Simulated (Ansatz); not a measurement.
`N[Si](O)(Cl)[SbH2]` and `N[SiH](O)[SbH2]` differ in one atom or group.

Ansatz, PBE0-D4/def2-TZVP geometries, multiplicity 1. Each molecule was computed in one conformer, which needn't be the lowest.

Elements past krypton have def2 core potentials.  Spin–orbit coupling is left out; it splits and shifts lone-pair levels of the heavy atoms by tenths of an eV.

| property | `N[Si](O)(Cl)[SbH2]` |
| --- | --- |
| size of the dipole moment (B3LYP/def2-TZVPP) / D | 2.16 |
| size of the dipole moment (ωB97M-V/def2-TZVPP) / D | 2.24 |
| HOMO–LUMO gap (ωB97M-V/def2-TZVPP) / eV | 10.42 |
| LUMO energy (PBE/def2-TZVPP) / eV | -0.96 |
| HOMO energy (B3LYP/def2-TZVPP) / eV | -6.75 |
| LUMO energy (PBE0/def2-TZVPP) / eV | -0.20 |

Give the same properties after the change, and the shifts. (An estimate is asked.)

The calculation gave: 
```
                                          property  `N[SiH](O)[SbH2]`  shift
  size of the dipole moment (B3LYP/def2-TZVPP) / D               2.12  -0.04
size of the dipole moment (ωB97M-V/def2-TZVPP) / D               2.21  -0.03
           HOMO–LUMO gap (ωB97M-V/def2-TZVPP) / eV              10.23  -0.19
                 LUMO energy (PBE/def2-TZVPP) / eV              -0.87   0.09
               HOMO energy (B3LYP/def2-TZVPP) / eV              -6.44   0.31
                LUMO energy (PBE0/def2-TZVPP) / eV              -0.09   0.11
```

With PBE0 the HOMO rises by 0.31 eV and the LUMO rises by 0.11 eV, so the gap narrows by about 0.20 eV. PBE moves the HOMO by 0.29 eV and ωB97M-V by 0.31 eV. Dipoles are sizes alone; their direction can turn.

B3LYP here is the variant with VWN-RPA as its local correlation; programs differ in this.
